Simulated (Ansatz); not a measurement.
Mulliken charges of C3H3LiO2, SMILES `[Li-]1[O]C=CC=[O+]1` from ωB97M-V/def2-TZVPP in Ansatz (PBE0-D4/def2-TZVP geometry).

| atom | x (Å) | y (Å) | z (Å) | charge (e) |
| --- | --- | --- | --- | --- |
| Li1 | 0.062 | 0.871 | -1.978 | 0.714 |
| O2 | 1.132 | -0.423 | -1.383 | -0.581 |
| C3 | 0.946 | -0.800 | -0.200 | 0.235 |
| C4 | -0.008 | -0.317 | 0.703 | -0.284 |
| C5 | -0.933 | 0.693 | 0.413 | 0.235 |
| O6 | -1.060 | 1.319 | -0.669 | -0.581 |
| H7 | 1.605 | -1.600 | 0.176 | 0.087 |
| H8 | -0.034 | -0.755 | 1.692 | 0.087 |
| H9 | -1.622 | 0.965 | 1.229 | 0.087 |

Question: By hand: the dipole of these point charges (1 e Å = 4.8032 D).

Answer: Σ q r = (0.003, 0.045, -0.100) e Å, of length 0.110 e Å = 0.53 D.

Question: How does the dipole of the full density compare? (An estimate is asked.)

Answer: Computed: (0.008, 0.135, -0.303) e Å, 1.59 D; the point charges give 0.33 times that, at 0° from its direction.

Point charges leave out the atoms' own dipoles, such as those of lone pairs, and Mulliken's split depends on the basis, so the two needn't agree.
